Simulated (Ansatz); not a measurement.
Gas-phase electronic energies from Ansatz, PBE0-D4/def2-TZVP geometries. CCSD(T)/CBS is the MP2 limit (def2-TZVPP, def2-QZVPP) plus CCSD(T) − MP2 in def2-TZVPP, frozen cores. This one scheme is used for every species. Functionals use def2-TZVPP. B3LYP here is the variant with VWN-RPA as its local correlation; programs differ in this. Each species was taken in one conformer, which may not be the lowest.

`FC[SiH2][SiH3]` + H₂ → `[SiH3][SiH3]` + `CF`  (hydrogenolysis of the Si–C bond)

**Question.** Is it downhill or uphill in electronic energy at CCSD(T)/CBS, and by how much? (An estimate is asked.)

**Answer.** Computed: Downhill: ΔE = -0.45 eV.

**Question.** What do these levels give: PBE-D4, r2SCAN-D4, B3LYP-D4, ωB97X-V, ωB97M-V, B2PLYP, r2SCAN, PBE0, HF/def2-TZVPP, HF/def2-QZVPP, MP2/def2-QZVPP, MP2/CBS(def2)? (Estimate.)

**Answer.** Computed: PBE-D4 -0.38, r2SCAN-D4 -0.41, B3LYP-D4 -0.44, ωB97X-V -0.45, ωB97M-V -0.43, B2PLYP -0.50, r2SCAN -0.42, PBE0 -0.50, HF/def2-TZVPP -0.72, HF/def2-QZVPP -0.72, MP2/def2-QZVPP -0.42, MP2/CBS(def2) -0.41 eV.

Largest T1 diagnostic among the species: 0.013.

In def2-TZVPP, CCSD(T) changes the Hartree–Fock value by +0.24 eV (the triples alone add +0.05 eV) and MP2 by +0.28 eV. From PBE to PBE0 (25 % exact exchange), in def2-TZVPP and without D4, ΔE moves by −0.06 eV. The D4 term adds +0.09 eV with B3LYP and +0.05 eV with PBE0; it sums over pairs of atoms, weighted by their polarisabilities, and B3LYP, whose exchange is more repulsive, gets the larger term.
